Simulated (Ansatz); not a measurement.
One change: `[F][Hf]([F])([SH])[SH]` becomes `[F][Hf]([F])([F])[SH]`.

Ansatz, PBE0-D4/def2-TZVP geometries, multiplicity 1. Each molecule was computed in one conformer, which needn't be the lowest.

Elements past krypton have def2 core potentials.

```csv
property,`[F][Hf]([F])([SH])[SH]`
size of the dipole moment (B3LYP/def2-TZVPP) / D,0.76
HOMO energy (PBE/def2-TZVPP) / eV,-6.65
HOMO–LUMO gap (ωB97M-V/def2-TZVPP) / eV,10.45
HOMO energy (ωB97M-V/def2-TZVPP) / eV,-9.98
"ideal-gas entropy at 298 K and 1 bar (rigid rotor, harmonic PBE0-D4/def2-TZVP) / J/(mol·K)",401
HOMO–LUMO gap (B3LYP/def2-TZVPP) / eV,5.70
```

(1) Give the same properties after the change, and the shifts. (Estimate.)

Results:

(1) Computed: 
| property | `[F][Hf]([F])([F])[SH]` | shift |
| --- | --- | --- |
| size of the dipole moment (B3LYP/def2-TZVPP) / D | 0.62 | -0.14 |
| HOMO energy (PBE/def2-TZVPP) / eV | -6.94 | -0.29 |
| HOMO–LUMO gap (ωB97M-V/def2-TZVPP) / eV | 10.81 | 0.36 |
| HOMO energy (ωB97M-V/def2-TZVPP) / eV | -10.35 | -0.37 |
| ideal-gas entropy at 298 K and 1 bar (rigid rotor, harmonic PBE0-D4/def2-TZVP) / J/(mol·K) | 385 | -16 |
| HOMO–LUMO gap (B3LYP/def2-TZVPP) / eV | 6.29 | 0.59 |

With PBE0 the HOMO falls by 0.34 eV and the LUMO rises by 0.29 eV, so the gap widens by about 0.63 eV. PBE moves the HOMO by -0.29 eV and ωB97M-V by -0.37 eV. The zero-point energy changes by -17.8 kJ/mol with -3 modes. Dipoles are sizes alone; their direction can turn. Modes under 60 cm⁻¹, often nearly free rotors, make the harmonic entropy too high.

B3LYP here is the variant with VWN-RPA as its local correlation; programs differ in this.
